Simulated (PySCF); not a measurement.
This PySCF input asks for the NMR shieldings of SMILES CCC[C@@H]1C[CH2][AlH2-][N+]1(C)C, C₈H₂₀AlN; the geometry comes from PBE0-D3(BJ)/def2-SVP.

```python
import basis_set_exchange as bse
import numpy as np
from pyscf import gto, dft
from pyscf.prop import nmr

atoms = """
C     3.511757   -1.349907    0.946888
C     2.476414   -0.349606    0.459687
C     1.044971   -0.835759    0.655829
C    -0.004826    0.147593    0.145198
C    -0.183624    1.381915    1.031493
C    -1.210357    2.350534    0.438139
Al   -2.575922    1.191780   -0.443872
N    -1.348766   -0.474779   -0.101658
C    -1.856934   -1.212495    1.061468
C    -1.347716   -1.347374   -1.279560
H     3.422910   -2.310550    0.414180
H     4.535850   -0.977980    0.794324
H     3.390124   -1.557699    2.022114
H     2.639899   -0.133687   -0.610863
H     2.617746    0.610243    0.983546
H     0.937022   -1.805120    0.138425
H     0.873322   -1.038248    1.727383
H     0.313223    0.502821   -0.851925
H     0.808912    1.841827    1.177614
H    -0.496174    1.049207    2.037682
H    -0.724118    2.987160   -0.321974
H    -1.598147    3.032522    1.211256
H    -2.658914    1.242062   -2.051034
H    -3.926857    0.788686    0.333071
H    -1.874808   -0.562566    1.945689
H    -2.888591   -1.530670    0.862696
H    -1.240288   -2.100666    1.276800
H    -2.375652   -1.672924   -1.492784
H    -0.978970   -0.791677   -2.151201
H    -0.723516   -2.244067   -1.123097
"""
names = dict.fromkeys(["C", "Al", "N", "H"], "pcSseg-1")
basis = {el: gto.basis.parse(bse.get_basis(n, elements=[el], fmt="nwchem")) for el, n in names.items()}
mol = gto.M(atom=atoms, basis=basis, charge=0, verbose=0)
mf = dft.RKS(mol, xc="PBE0")
mf.grids.level = 2
mf.grids.alignment = dft.numint.BLKSIZE   # the property module wants whole blocks of grid points
mf.conv_tol = 1e-9
mf.kernel()

calc = nmr.RKS(mf)   # GIAO
C = mf.mo_coeff
Co = C[:, mf.mo_occ > 0]
resp = mf.gen_response(singlet=True, hermi=2)
def vind(x):   # induced exchange potential for any number of trial vectors
    d = np.einsum("pi,xij,qj->xpq", C, 2 * x.reshape(-1, C.shape[1], Co.shape[1]), Co, optimize=True)
    return np.einsum("xpq,pi,qj->xij", resp(d - d.transpose(0, 2, 1)), C, Co, optimize=True).ravel()
mo1, _ = nmr.rhf.solve_mo1(calc, with_cphf=vind)
sigma = calc.kernel(mo1)
for i, s in enumerate(sigma):   # ppm
    print("%2d %-2s %9.2f" % (i, mol.atom_pure_symbol(i), np.trace(s) / 3))
```

Problem. What are the results?

Solution. 
```
 0 C     167.87
 1 C     159.70
 2 C     154.05
 3 C     113.57
 4 C     153.51
 5 C     184.01
 6 Al    384.54
 7 N     214.74
 8 C     146.08
 9 C     138.29
10 H      30.34
11 H      29.96
12 H      30.34
13 H      30.26
14 H      29.91
15 H      30.00
16 H      30.55
17 H      29.33
18 H      29.12
19 H      30.00
20 H      31.22
21 H      31.17
22 H      27.11
23 H      27.14
24 H      28.86
25 H      29.03
26 H      29.64
27 H      28.65
28 H      28.95
29 H      28.94
```

These numbers come from an equivalent density-fitted implementation of the same equations, which agrees with the script to about 0.01 ppm for H and up to a few tenths of a ppm for heavy atoms, so last digits may differ.

Problem. Turn these shieldings into chemical shifts. Referencing at the same level of theory: TMS for ¹³C (184.41 ppm), ¹H (31.27 ppm); ²⁷Al (489.28 ppm) against AlH4-; NH3 for ¹⁵N (265.67 ppm).

Solution. Averaging equivalent atoms: C 3: 70.8; C 9: 46.1; C 8: 38.3; C 4: 30.9; C 2: 30.4; C 1: 24.7; C 0: 16.5; C 5: 0.4; Al 6: 104.7; N 7: 50.9; H 22: 4.15; H 23: 4.13; H 27/28/29: 2.42; H 18: 2.14; H 24/25/26: 2.09; H 17: 1.94; H 14: 1.35; H 15: 1.27; H 19: 1.26; H 10/11/12: 1.05; H 13: 1.00; H 16: 0.72; H 21: 0.09; H 20: 0.05 ppm. Experimental scales use liquid or dissolved standards, which lie at an offset from isolated NH3 (liquid NH3: subtract about 20 ppm).

Size and cost of the density-fitted run: 277 basis functions, 2.7 min wall time on 1 thread of an Arm Neoverse N1, shared host; peak memory 1.4 GiB.
